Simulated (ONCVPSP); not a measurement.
What one change does to a pseudopotential (Bi, ONCV)

ONCVPSP 4.0.1 input, shortened (lines: element, Z, core and valence counts, functional; n l f; lmax; l rc ep ncon nbas qcut; lloc lpopt rc5 dvloc0; l nproj debl; icmod fcfact rcfact), LDA (Perdew-Zunger), fully relativistic:

```
  Bi 83.00   13    2        3      upf
    1    0    2.00
    2    0    2.00
    2    1    6.00
    3    0    2.00
    3    1    6.00
    3    2   10.00
    4    0    2.00
    4    1    6.00
    4    2   10.00
    4    3   14.00
    5    0    2.00
    5    1    6.00
    5    2   10.00
    6    0    2.00
    6    1    3.00
    1
    0    1.90    0.00    5    8    2.70
    1    2.00    0.00    3    6    3.80
    4    5    1.65    1.00
    0    1    3.10
    1    1    1.30
    3    3.50    1.75
```

Open shells are filled in proportion to 2j + 1.

All-electron outer shells of the reference configuration (LDA (Perdew-Zunger), scalar-relativistic, ld1.x):

```csv
shell,level (eV),outermost node (bohr),outermost maximum (bohr)
5p,-95.96,0.48,0.86
5d,-27.18,0.51,1.03
6s,-14.76,0.98,1.86
6p,-4.77,1.14,2.44
```

Change: functional PBE.

Cutoffs: the cutoffs (Ha) at which the residual kinetic energy of the hardest occupied pseudo-wave falls to 1 and 0.1 mHa per electron; they do not see the model core or the augmentation charge, which bear on the density cutoff. Errors are all-electron minus pseudo energies relative to the spin-unpolarised reference configuration.

Problem. Predict the effect on cutoff, ghosts and configuration errors.

Solution. The potential gets neither clearly harder nor softer (21 Ha and 29 Ha → 20 Ha and 29 Ha); both files keep a bound ghost (s); of the 4 tests that both files solve, the error grows in 4 and shrinks in 0 by more than 15 % and 0.3 meV (median size 177.8 → 235.8 meV).

| quantity | base | changed |
| --- | --- | --- |
| cutoff, loose | 21 Ha | 20 Ha |
| cutoff, tight | 29 Ha | 29 Ha |
| loose cutoff by channel | s 21 Ha, p 6.9 Ha | s 20 Ha, p 6.8 Ha |
| bound ghosts | s | s |
| GHOST(+) flags under 300 eV | p1/2 at 25.8 eV | p1/2 at 25.5 eV |
| error for 6s2 6p2, meV [ΔE 8.31 → 8.06 eV] | -54 | -80 |
| error for 6s2 6p1, meV [ΔE 24.05 → 23.49 eV] | -302 | -392 |
| error for 6s2 6p0, meV [ΔE 47.98 → 47.05 eV] | -928 | -1080 |
| error for 6s1 6p4, meV [ΔE 9.94 → 9.86 eV] | -17 | -25 |
| s: phases at 1.93 bohr within 0.05 rad from the reference energy up to (Ha; the scan ends near 5) | 3.0 | 3.0 |
| p3/2: phases at 2.03 bohr within 0.05 rad from the reference energy up to (Ha; the scan ends near 5) | 0.1 | 0.1 |
| p1/2: phases at 2.03 bohr within 0.05 rad from the reference energy up to (Ha; the scan ends near 5) | 0.5 | 0.5 |
| rms error of d²Exc/dni dnj with the model core, mHa | 1.37 | 0.81 |

 A true bound ghost makes a file unfit for plane-wave use even where its test errors are small: the radial tests pick states by their node count and pass the ghost by.
